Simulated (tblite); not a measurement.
Parent: `[CH3:1][CH2:2][NH:3][SiH2:4][SH:5]` with C1–C2–N3–Si4 -145°, C2–N3–Si4–S5 176°, N3–Si4–S5–H -58°, C2H9NSSi.

The geometries are computed with GFN2-xTB (gas phase). One conformer each, not checked by frequencies here.

```tsv
coordinate of the parent	value
C1–C2	1.524 Å
C2–N3	1.445 Å
N3–Si4	1.707 Å
Si4–S5	2.149 Å
C1–C2–N3	111.1°
C2–N3–Si4	123.8°
N3–Si4–S5	106.0°
```

Q: How does the shared frame change in `[CH3:1][CH2:2][C@@H:3]([CH3:4])[NH:5][SiH2:6][SH:7]` with C1–C2–C3–C4 174°, C2–C3–N5–Si6 145°, C3–N5–Si6–S7 -177°, N5–Si6–S7–H 57°, C4H13NSSi? Atoms pair as C1 = C4, C2 = C3, N3 = N5, Si4 = Si6, S5 = S7 (parent first).

A: 
| parent | relative | value in the relative | change |
| --- | --- | --- | --- |
| C1–C2 | C4–C3 | 1.529 Å | +0.005 |
| C2–N3 | C3–N5 | 1.447 Å | +0.002 |
| N3–Si4 | N5–Si6 | 1.705 Å | -0.002 |
| Si4–S5 | Si6–S7 | 2.150 Å | +0.001 |
| C1–C2–N3 | C4–C3–N5 | 111.3° | +0.2 |
| C2–N3–Si4 | C3–N5–Si6 | 123.6° | -0.2 |
| N3–Si4–S5 | N5–Si6–S7 | 105.8° | -0.2 |

Of the parent's bonds, C1–C2 changes most (+0.005 Å). Bonds of the relative outside the shared frame: C1–C2 1.523, C2–C3 1.533 Å. Point group C1 → C1.
